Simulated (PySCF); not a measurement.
# How many f electrons in CeB?

Unrestricted PBE0; PySCF, spin-free X2C with a Gaussian nucleus, basis sets Ce x2c-SVPall, B x2c-SVPall. The search starts from ions with several 4f fillings and holds each by maximum overlap.

The lowest solution has 2Ms+1 = 6, about 1.2 4f electrons, near 2.29 Å.

The lowest solution of each spin and filling, followed along the bond (rough minima from three points):

```json
{"2Ms+1": "6", "4f population": "1.19", "⟨S²⟩ at the start": "8.75", "R at minimum (Å)": "2.29", "Te (eV)": "0.00"}
{"2Ms+1": "4", "4f population": "1.18", "⟨S²⟩ at the start": "4.75", "R at minimum (Å)": "2.28", "Te (eV)": "0.21"}
{"2Ms+1": "2", "4f population": "1.15", "⟨S²⟩ at the start": "2.76", "R at minimum (Å)": "2.30", "Te (eV)": "0.56"}
{"2Ms+1": "6", "4f population": "1.58", "⟨S²⟩ at the start": "8.75", "R at minimum (Å)": "2.40", "Te (eV)": "0.95"}
```

Solutions at the starting distance of 2.315 Å, counted from the lowest; the search is not exhaustive:

| 2Ms+1 | 4f population | E (eV) | ⟨S²⟩ | ⟨Lz²⟩ | μ (D) |
| --- | --- | --- | --- | --- | --- |
| 6 | 1.19 | 0.00 | 8.75 | 9.0 | -4.18 |
| 4 | 1.18 | 0.21 | 4.75 | 4.0 | -4.69 |
| 2 | 1.15 | 0.55 | 2.76 | 8.0 | -4.48 |
| 2 | 1.17 | 0.60 | 2.75 | 8.5 | -4.60 |
| 4 | 1.14 | 0.63 | 3.79 | 5.0 | -5.54 |
| 6 | 1.20 | 0.67 | 8.75 | 13.0 | -6.41 |
| 2 | 1.16 | 0.75 | 1.85 | 6.6 | -5.17 |
| 2 | 1.18 | 0.79 | 1.80 | 8.4 | -5.05 |
| 6 | 1.58 | 0.98 | 8.75 | 9.9 | -5.19 |
| 4 | 1.14 | 0.98 | 4.73 | 8.0 | -6.43 |
| 6 | 1.59 | 1.00 | 8.75 | 9.7 | -5.17 |
| 4 | 1.15 | 1.02 | 3.83 | 9.0 | -7.45 |
| 2 | 1.13 | 1.11 | 2.77 | 10.4 | -6.25 |

Partly filled real f orbitals mix terms, so no term symbols are given. A population far from a whole number shows f orbitals mixing with d and ligand orbitals, not a clean configuration. A positive dipole means Ce(−)B(+).

Spin–orbit coupling is left out. With d or f electrons several states lie close, and the lowest PBE0 determinant need not be the measured ground state.
